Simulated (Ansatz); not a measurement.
Consider the ligand exchange at the Se–Si bond: `C[Se][SiH2]Cl` + arsine → `C[Se][AsH2]` + `[SiH3]Cl`.

Program: Ansatz. Geometries: PBE0-D4/def2-TZVP. ΔE: electronic, gas phase. CCSD(T)/CBS adds triple-zeta CCSD(T) − MP2 to the extrapolated MP2 energy (def2 sets, frozen cores). This one scheme is used for every species. Functionals use def2-TZVPP. B3LYP here is the variant with VWN-RPA as its local correlation; programs differ in this. For As, Se outer-core shells are correlated without core-valence functions, which leaves a few kJ/mol of doubt a bond. Scalar relativity is left out up to krypton. One conformer a species, not always the lowest.

Task: Is it downhill or uphill in electronic energy at CCSD(T)/CBS, and by how much? (Best estimate.)

Result: Ansatz gave: Uphill: ΔE = +0.36 eV.

Task: What do these levels give: LDA (SPW92), BLYP-D4, B97M-V, B3LYP-D4, r2SCANh-D4, r2SCANh? (Best estimate.)

Result: The calculation gave: LDA (SPW92) 0.41, BLYP-D4 0.28, B97M-V 0.38, B3LYP-D4 0.30, r2SCANh-D4 0.36, r2SCANh 0.35 eV.

Largest T1 diagnostic among the species: 0.011.

Leaving LDA and LC-ωPBE aside and taking each functional with its dispersion term where it has one, the values spread over 0.10 eV, from BLYP-D4 to B97M-V. LDA lies +0.09 eV from PBE without D4. The D4 term adds +0.04 eV with B3LYP and +0.03 eV with PBE0; it sums over pairs of atoms, weighted by their polarisabilities, and B3LYP, whose exchange is more repulsive, gets the larger term. From BLYP to BHLYP (50 % exact exchange), in def2-TZVPP and without D4, ΔE moves by +0.04 eV.
